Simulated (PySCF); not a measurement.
## Löwdin shares of the frontier orbitals

Compound: C4H8N2SSi.
Geometry (GFN2-xTB, Å), atoms numbered from 1 in this order:
```xyz
16
C4H8N2SSi angstrom
N     -2.399    1.596   -1.586
C     -2.357    0.763   -0.802
C     -2.252   -0.254    0.201
N     -3.126   -1.160    0.212
C     -1.070   -0.090    1.124
C      0.234   -0.023    0.338
S      1.643    0.097    1.505
Si     3.261    0.255    0.106
H     -3.016   -1.863    0.940
H     -1.035   -0.923    1.830
H     -1.188    0.836    1.695
H      0.251    0.852   -0.313
H      0.371   -0.925   -0.261
H      2.992    1.422   -0.726
H      3.259   -0.962   -0.699
H      4.424    0.388    0.960
```

The calculation used TDDFT PBE0/def2-SVPD, vertical, gas phase, core orbitals frozen in the response (PySCF).

Kohn–Sham orbitals with the atoms that hold most of them (Löwdin shares over 4%, at most four atoms; ? is withheld):

| orbital | ε (eV) | atoms |
| --- | --- | --- |
| LUMO+2 | 0.16 | S7 37%, Si8 16%, C6 11%, H16 6% |
| LUMO+1 | -0.24 | Si8 35%, S7 22%, H15 10%, H14 10% |
| LUMO | ? | N4 32%, C3 26%, N1 17%, C2 13% |
| HOMO | -7.22 | ? |
| HOMO-1 | -8.55 | ? |
| HOMO-2 | -9.00 | S7 57%, Si8 14%, C6 11% |
| HOMO-3 | -9.55 | N4 31%, N1 23%, C3 16%, C2 16% |

(1) Which atoms hold the HOMO, and with what shares?

(2) Give the leading atoms of the HOMO-1.

(3) What is the LUMO energy, and the HOMO–LUMO gap?

Results:

(1) S7 (bonded to C and Si) 71%; C6 (bonded to C, S and 2 H) 10%; Si8 (bonded to S and 3 H) 9%.

(2) N4 (bonded to C and H) 58%; C3 (bonded to 2 C and N) 12%; C5 (bonded to 2 C and 2 H) 9%; H9 (bonded to N) 7%. By element: nitrogen 58% or more, carbon 20% or more, hydrogen 7% or more.

(3) ε(LUMO) = -2.14 eV; the gap is 5.08 eV (0.1867 hartree).

The HOMO–LUMO gap is 5.08 eV. Where does the response calculation put the lowest singlet, and from which orbitals?

S1 is at 4.25 eV (f = 0.0020), 0.83 eV below the gap, made of HOMO→LUMO (99%). 

Give energy, strength and leading configuration of S1, S2, S3 and S5, and follow the Löwdin shares of the leading atoms from the occupied to the empty orbital.

- S1 (4.25 eV, f 0.0020), HOMO→LUMO (99%): S7 71% → at most 13%, C6 10% → at most 13%, N4 at most 4% → 32%, C3 at most 4% → 26%
- S2 (4.52 eV, f 0.0012), HOMO-1→LUMO (97%): N4 58% → 32%, C3 12% → 26%
- S3 (5.60 eV, f 0.0097), HOMO→LUMO+1 (92%): S7 71% → 22%, C6 10% → at most 10%, Si8 9% → 35%
- S5 (6.02 eV, f 0.0020), HOMO-2→LUMO (92%): S7 57% → at most 13%, Si8 14% → at most 13%, N4 at most 4% → 32%, C3 at most 4% → 26%

Löwdin shares depend on the basis, the more so with diffuse functions.

One conformer stands for the species.
